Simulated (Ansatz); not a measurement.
Geometry optimisation, Ansatz, DFT PBE-D3(BJ), scalar-relativistic, plane waves, PAW.

input.yaml

```yaml
crystal:
  lattice:
    - [7.785443, 0.0, 0.0]
    - [0.0, 7.785443, 0.0]
    - [0.0, 0.0, 7.785443]
  atoms:
    - { symbol: "N", position: [0.9052846, 0.3622941, 0.65764] }
    - { symbol: H, position: [0.8697772, 0.2776304, 0.7505277] }
    - { symbol: H, position: [0.7946767, 0.4075916, 0.6050009] }
    - { symbol: H, position: [0.9642141, 0.292133, 0.5645724] }
    - { symbol: "N", position: [0.6124248, 0.1092114, 0.3424079] }
    - { symbol: H, position: [0.5306824, 0.1082117, 0.240555] }
    - { symbol: H, position: [0.6392534, 0.2346897, 0.3667441] }
    - { symbol: H, position: [0.7237955, 0.0552656, 0.3006555] }
    - { symbol: "N", position: [0.3671589, 0.9084911, 0.0027154] }
    - { symbol: H, position: [0.3826023, 1.0255149, 0.0586062] }
    - { symbol: H, position: [0.2488175, 0.8661603, 0.0382155] }
    - { symbol: H, position: [0.4533667, 0.8287951, 0.0599308] }
    - { symbol: Si, position: [0.8499779, 0.7050921, 0.2623104] }
    - { symbol: F, position: [0.9850884, 0.5580515, 0.2992363] }
    - { symbol: F, position: [0.9349475, 0.8470964, 0.1446063] }
    - { symbol: F, position: [0.6884916, 0.6264101, 0.1675969] }
    - { symbol: F, position: [0.791384, 0.7888104, 0.4378021] }
    - { symbol: Si, position: [0.359645, 0.5561886, 0.4771255] }
    - { symbol: F, position: [0.5402744, 0.63199, 0.530665] }
    - { symbol: F, position: [0.2288521, 0.7084096, 0.4461209] }
    - { symbol: F, position: [0.3795049, 0.4481573, 0.3063211] }
    - { symbol: F, position: [0.2899487, 0.4361973, 0.625395] }
    - { symbol: Si, position: [0.062799, 0.1504441, 0.0402564] }
    - { symbol: F, position: [0.1526964, 0.3237548, -0.0156112] }
    - { symbol: F, position: [-0.1334334, 0.1854324, 0.0790895] }
    - { symbol: F, position: [0.0789291, 0.0144297, -0.1096743] }
    - { symbol: F, position: [0.1530038, 0.0781596, 0.2072216] }
basis:
  ecutwfc: 420.0
kpoints:
  mp_grid: { grid: [1, 1, 1] }
hamiltonian:
  xc: pbe
  dispersion: d3bj
scf:
  occupations: { method: fermi_dirac, width: 0.02 }
  lower_state_search: "off"
relax:
  f_tol: 0.3
  max_steps: 15
  adjacent_minimum: "off"
```

Launched with:

```bash
$ ansatz run input.yaml --threads 1 --pin off --max-ram 3072MiB --backend cpu --events-out ev --progress --plain --runs-dir out
```

Where does it end, and by what steps?

It did not converge within its limit. Limits of this set-up: coarse k mesh. After 14 steps the energy has fallen by 2.256 eV; H10 moved furthest, 1.94 Å. Joined: N1–Si23.

```tsv
step	energy less start (eV)	largest force component (eV/Å)	accepted
0	0.0000	0.710	yes
1	-0.5434	0.473	yes
2	-0.7716	0.423	yes
3	-0.8864	0.706	yes
4	-0.9997	0.857	yes
5	-1.1137	0.671	yes
6	-1.2332	1.158	yes
7	-1.3825	0.587	yes
8	-1.5109	0.374	yes
9	-1.6303	0.536	yes
10	-1.7645	0.750	yes
11	-1.9612	0.957	yes
12	-2.0511	0.922	yes
13	-2.1660	0.513	yes
14	-2.2564	0.583	yes
```

```xyz
27
Lattice="7.7854 0.0000 0.0000 0.0000 7.7854 0.0000 0.0000 0.0000 7.7854" Properties=species:S:1:pos:R:3
N 6.812 2.475 5.736
H 6.106 1.861 5.303
H 6.342 3.366 5.916
H 7.518 2.659 5.014
N 4.752 1.327 3.377
H 3.720 1.232 3.399
H 4.952 1.741 2.459
H 5.102 0.364 3.292
N 3.075 5.862 -0.991
H 3.417 6.826 -1.043
H 2.103 5.945 -0.684
H 3.575 5.432 -0.209
Si 7.033 5.432 2.047
F 7.631 4.192 2.819
F 8.067 6.010 1.017
F 5.722 4.985 1.285
F 6.656 6.544 3.101
Si 3.003 4.536 4.102
F 4.518 4.727 4.516
F 2.240 5.916 4.000
F 2.993 3.919 2.644
F 2.246 3.531 5.057
Si -0.046 1.810 -0.355
F 0.389 3.367 -0.195
F -1.534 1.399 0.148
F 0.744 0.816 -1.357
F 0.720 1.314 0.999
```

Run time: 56 s on 1 thread of Arm Neoverse V1 (shared host), peak memory 0.46 GiB.
